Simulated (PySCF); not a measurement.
Compound: C3H11PSi2.
SMILES: `C[C@@H]1[SiH2]C[Si@H]1P`

The closed-shell SCF was solved with PySCF and density fitting under several settings on one GFN2-xTB geometry (grid level 2 and gas phase unless stated).

```csv
settings,basis functions,SCF cycles,E (Eh),HOMO (eV),LUMO (eV),dipole (D)
PBE0/pcSseg-1,178,12,-1040.7032,-7.37,-0.14,0.95
CAM-B3LYP/def2-SVPD,220,12,-1040.8438,-8.56,0.72,0.72
"PBE0/IGLO-II, grid level 4",237,13,-1040.7428,-7.30,-0.06,0.74
"PBE0/aug-cc-pVDZ, grid level 3",249,12,-1040.7614,-7.29,-0.41,0.78
"B3LYP/6-311+G(2d,p)",252,13,-1041.4054,-7.11,-0.61,0.70
```

**Question.** Estimate the rows for these settings: (1) revPBE/def2-SVPD, grid level 1; (2) HSE06/IGLO-II.

**Answer.** 
| settings | basis functions | SCF cycles | E (Eh) | HOMO (eV) | LUMO (eV) | dipole (D) |
| --- | --- | --- | --- | --- | --- | --- |
| revPBE/def2-SVPD, grid level 1 | 220 | 11 | -1040.6845 | -6.18 | -0.92 | 0.70 |
| HSE06/IGLO-II | 237 | 14 | -1040.7987 | -6.90 | -0.44 | 0.73 |

**Question.** Over all rows, what range does the HOMO–LUMO gap span?

**Answer.** From 5.26 eV (revPBE/def2-SVPD, grid level 1) to 9.28 eV (CAM-B3LYP/def2-SVPD). The functional of the narrowest has no exact exchange, that of the widest range-separated exact exchange.

**Question.** Compare two rows with the functional PBE0: PBE0/IGLO-II, grid level 4 and PBE0/pcSseg-1. Which energy is lower, and by how much?

**Answer.** PBE0/IGLO-II, grid level 4 (237 functions) lies 0.0396 Eh or 25 kcal/mol below PBE0/pcSseg-1 (178 functions).

Cycle counts include a coarse-grid stage where the run had one. All basis functions are spherical, in the Pople sets too.

The values belong to the conformer `[CH3:1][C@@H:2]1[SiH2:3][CH2:4][Si@H:5]1[PH2:6]`: H–P6–Si5–C4 180°, H–P6–Si5–C4 -87°.
